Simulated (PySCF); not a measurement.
ClH6NSi2, SMILES N[SiH2][SiH2]Cl. Geometry optimised at PBE-D3(BJ)/def2-SVP. The structure was generated by enumeration, and PubChem lists no compound with its InChIKey, so it may never have been made. One conformer was computed; it need not be the lowest.

Computed equilibrium geometry at PBE-D3(BJ)/def2-SVP (PySCF confirms it by a frequency run) as Cartesian coordinates in Å (one conformer of several):
```xyz
10

Si     0.8533     0.3920    -0.8107
Cl     1.5501     0.1088     1.1610
Si    -1.3101    -0.5519    -0.7223
N     -2.1668     0.0129     0.7001
H      0.8368     1.8769    -1.0667
H      1.8525    -0.2338    -1.7480
H     -2.1260    -0.1866    -1.9332
H     -1.1450    -2.0460    -0.6477
H     -2.5589     0.9580     0.6394
H     -1.6469    -0.0698     1.5814
```
Charge 0, spin multiplicity 1.
